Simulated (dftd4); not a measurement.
CH$_{3}$NO, charge +1, doublet, geometry from GFN2-xTB (a state made from the parent by changing its charge; the spin is typed, not shown lowest); D4 for pbe run with dftd4.

The dftd4 input:
```
$ dftd4 mol.xyz --func pbe --charge 1 --json dftd4.json --noedisp --property

# file mol.xyz
6

N     -1.07509974     0.20433876     0.11666389
C      0.21158204     0.22817973    -0.04331831
O      1.10820948    -0.55611055    -0.09405105
H     -1.54880391    -0.69423290     0.24305677
H     -1.66441500     1.03134451     0.12637816
H      0.60374895     1.31232308    -0.17376392
```

It wrote (shortened):

```
                    ____  _____ _____     ____  _  _
      -------------|  _ \|  ___|_   _|---|  _ \| || |------------
     |             | | | | |_    | | ___ | | | | || |_           |
     |             | |_| |  _|   | ||___|| |_| |__   _|          |
     |             |____/|_|     |_|     |____/   |_|            |
     |             ===================================           |
     |            E. Caldeweyher, S. Ehlert & S. Grimme          |
     |          Mulliken Center for Theoretical Chemistry        |
     |                    University of Bonn                     |
      -----------------------------------------------------------

Rational (Becke-Johnson) damping: pbe-D4-ATM
---------------------
  s6         1.0000
  s8         0.9595
  s9         1.0000
  a1         0.3857
  a2         4.8069
 alp        16.0000
--------------------

Atomic data, radii in Ångström:
------------------------------------------------------
   Z          R(cov)      r4/r2   hardness         EN
------------------------------------------------------
   7 N        0.9467     1.4350     0.5044     3.0400
   6 C        1.0000     1.6431     0.4220     2.5500
   8 O        0.8400     1.3725     0.5869     3.4400
   1 H        0.4267     1.0622     0.4726     2.2000
------------------------------------------------------

Atomic reference systems (in atomic units):
----------------------------------------------------------------------------
   Z        #      CN     q+Z       C6(AA)   #      CN     q+Z       C6(AA)
----------------------------------------------------------------------------
   7 N      1  0.0000  7.0000      25.3714   2  0.8583  6.6470      32.5496
            3  1.8399  6.6987      28.5877   4  2.5804  6.1757      42.3910
            5  0.9809  7.0000      18.1534
   6 C      1  0.0000  6.0000      49.3833   2  0.9189  5.8288      52.1688
            3  1.9079  5.8579      35.6972   4  2.8312  5.7775      35.8445
            5  3.7487  5.7435      28.6317   6  2.9183  5.8956      32.2504
            7  0.8556  6.2103      25.6194
   8 O      1  0.0000  8.0000      15.5711   2  0.8042  7.6453      20.8489
            3  1.6112  7.4012      24.8631   4  0.9798  8.0000      14.9880
   1 H      1  0.0000  1.0000       7.6362   2  0.8942  1.0000       3.0374
----------------------------------------------------------------------------

Atomic properties (in atomic units):
----------------------------------------------------------------------------
     #    Z              CN          q      C6(AA)        C8(AA)   alpha(0)
----------------------------------------------------------------------------
     1    7 N        2.6303    -0.5023     31.2391      689.1601     8.3677
     2    6 C        2.6740     0.4199     21.0912      609.9943     7.4908
     3    8 O        0.8562    -0.0452     15.6765      316.3604     5.3127
     4    1 H        0.8594     0.4317      0.4257        5.1465     1.0221
     5    1 H        0.8599     0.4160      0.4511        5.4537     1.0522
     6    1 H        0.9081     0.2799      0.7721        9.3339     1.3746
----------------------------------------------------------------------------

Molecular properties (in atomic units):
----------------------------------------
 molecular C6                 265.7350
 molecular C8                5807.0568
----------------------------------------

Dispersion energy:      -1.7081976974527E-03 Eh

[Info] JSON dump of results written to 'dftd4.json'
```
